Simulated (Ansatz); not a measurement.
Start from `BC(C)[SiH2]S` and change one atom or group to get `BC(C)Br`.

Ansatz, PBE0-D4/def2-TZVP geometries, multiplicity 1. Each molecule was computed in one conformer, which needn't be the lowest.

Scalar relativity is left out up to krypton.

```json
{"property": "LUMO energy (ωB97M-V/def2-TZVPP) / eV", "`BC(C)[SiH2]S`": "0.67"}
{"property": "LUMO energy (PBE/def2-TZVPP) / eV", "`BC(C)[SiH2]S`": "-2.17"}
{"property": "HOMO energy (PBE0/def2-TZVPP) / eV", "`BC(C)[SiH2]S`": "-7.47"}
{"property": "HOMO energy (ωB97M-V/def2-TZVPP) / eV", "`BC(C)[SiH2]S`": "-9.64"}
{"property": "size of the dipole moment (PBE/def2-TZVPP) / D", "`BC(C)[SiH2]S`": "1.88"}
{"property": "HOMO energy (PBE/def2-TZVPP) / eV", "`BC(C)[SiH2]S`": "-6.29"}
```

Give the same properties after the change, and the shifts. (An estimate is asked.)

Ansatz gave: 
| property | `BC(C)Br` | shift |
| --- | --- | --- |
| LUMO energy (ωB97M-V/def2-TZVPP) / eV | 1.06 | 0.39 |
| LUMO energy (PBE/def2-TZVPP) / eV | -1.93 | 0.24 |
| HOMO energy (PBE0/def2-TZVPP) / eV | -8.37 | -0.90 |
| HOMO energy (ωB97M-V/def2-TZVPP) / eV | -10.63 | -0.99 |
| size of the dipole moment (PBE/def2-TZVPP) / D | 1.96 | 0.08 |
| HOMO energy (PBE/def2-TZVPP) / eV | -7.08 | -0.79 |

With PBE0 the HOMO falls by 0.90 eV and the LUMO rises by 0.32 eV, so the gap widens by about 1.22 eV. PBE moves the HOMO by -0.79 eV and ωB97M-V by -0.99 eV. Dipoles are sizes alone; their direction can turn.

Spin–orbit coupling is left out; it splits and shifts lone-pair levels of the heavy atoms by tenths of an eV.
